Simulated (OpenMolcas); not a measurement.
An atom or ion with 80 electrons was computed by MS-RASPT2, IPEA 0.25 Eh, imaginary shift 0.1 Eh with spin-orbit coupling (OpenMolcas, ANO-RCC-VTZP, DKH2). The lowest levels that the run gave, each within 12 % of the measured value where one is at hand:

```
J  Parity  E (eV)      g
0    even  0.0000       
0     odd   9.232       
1     odd   9.801  1.461
2     odd  11.956  1.501
1     odd  14.038  1.040
```

Problem. Which ion is it, and what are the configurations and terms?

Solution. Bi IV (Z = 83, charge +3; active space 2 electrons in 9 orbitals (RAS2 6s 6p; RAS3 6d, at most 2 electrons)). J, parity and g give the terms where levels are pure, and mixed ones are named by the computed weights; the size of the splittings, set against known spectra of the 80-electron sequence, gives the charge. In order, with the measured energies in eV (Moore, Atomic Energy Levels, vol. III, NSRDS-NBS 35 (1971 reprint of NBS Circular 467, 1958)): 6s² ¹S₀, 6s 6p ³P°₀ (8.7989), 6s 6p ³P°₁ (9.4136), 6s 6p ³P°₂ (11.9549), 6s 6p ¹P°₁ (14.2088).

Active for correlation alone: 6d; no level in the range computed is led by a configuration that fills it, so any true level of that kind is missing. Spin-orbit splittings of 6p shells tend to come out small when the coupling is added on scalar orbitals. Computed and measured levels are paired by configuration, term and J; levels that our copy of the source lacks, or whose pairing is in doubt (as where it misses far off the trend of its configuration), stay unpaired and out of the deviations. Only configurations of the active space appear.

° marks odd parity.
